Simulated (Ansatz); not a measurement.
System: sum formula SiN3H6 (charge 0, doublet). It need not be the lowest isomer of its formula. 
Geometry from a B3LYP-D3(BJ)/def2-TZVP (Ansatz, a quantum-chemistry and plane-wave program) optimisation:
```
Si
N 1 1.7084
H 2 1.0077 1 119.94
H 2 1.0084 3 111.41 1 -148.63
N 1 1.7138 2 105.89 3 159.09
H 5 1.0060 1 122.75 2 163.53
H 5 1.0073 6 112.21 1 -157.26
N 1 1.7553 2 116.00 3 -80.16
H 8 1.0231 1 115.21 2 -164.47
H 1 1.4895 2 105.13 3 32.95
```
Charge 0, spin multiplicity 2.

Dipole moments at this geometry, in debye (magnitudes).

```csv
level,program,dipole (D)
revPBE/def2-TZVPD,Ansatz,1.62
BHLYP/def2-TZVPD,Ansatz,1.60
r2SCANh/def2-TZVPD,Ansatz,[?]
HSE06/def2-TZVPD,Ansatz,1.60
CAM-B3LYP/def2-TZVPD,Ansatz,1.62
LC-wPBE/def2-TZVPD,Ansatz,1.62
wB97M-V/def2-TZVPD,Ansatz,1.61
wB97X-V/def2-TZVPD,Ansatz,1.61
CCSD(T)/aug-cc-pV(D+d)Z,Ansatz,[?]
```

Task: Fill in the missing entries.

Result: 
- r2SCANh/def2-TZVPD, dipole (D): 1.62
- CCSD(T)/aug-cc-pV(D+d)Z, dipole (D): 1.58
